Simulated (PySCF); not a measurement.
SMILES O=CCB(O)O at its GFN2-xTB optimised geometry (Å):

```
11

O     -2.2990     0.0528     0.6096
C     -1.4380    -0.7766     0.7909
C     -0.2055    -0.8824    -0.0244
B      0.5566     0.5568     0.0000
O      1.9001     0.5568     0.0000
O     -0.1437     1.7042     0.0000
H     -1.5172    -1.4821     1.6386
H      0.4290    -1.7042     0.2913
H     -0.4861    -1.0323    -1.0687
H      2.2990     1.4283    -0.0048
H     -1.1010     1.5883     0.0483
```

Calculation: PySCF with PBE0/def2-TZVP. Cells within 0.4 Å of a nucleus heavier than hydrogen are left out (blank, or x).

Map of the HOMO−1 amplitude (bohr^(-3/2)) on the plane z = 0.0 Å; orbital energy -9.37 eV, overall sign arbitrary:

```
|44444444444444444444444444444|
|44444444444444444444444444444|
|44444444444444444444444444444|
|44444444444444444444444444444|
|44444444444444444444444444444|
|44444444444455554444444444444|
|44444444444456655444444444444|
|44444444444568865444444444444|
|4444444444445xx75444454444444|
|4444444433333xx44444555444444|
|44444443333220023344565444444|
|44444443333322222334555444444|
|444444433333444xx33xxx4444444|
|444445433334567xx53xx23444444|
|44445565334467887643233444444|
|44445565444568997543333444444|
|4444555544445xx86544444444444|
|4444455544432xx55444444444444|
|44444444443310133444444444444|
|44444444443321122344444444444|
|44444444443322222334444444444|
|44444444443333333344444444444|
|44444444444333333344444444444|
|44444444444443334444444444444|
|44444444444444444444444444444|
|44444444444444444444444444444|
|44444444444444444444444444444|
|44444444444444444444444444444|
|44444444444444444444444444444|
```
Scale: ten equal steps from -0.145 (start of '0') to 0.188 (end of '9'), in the order '0123456789'; x runs from -4.50 to 4.50, y from -4.50 (bottom) to 4.50 (top).
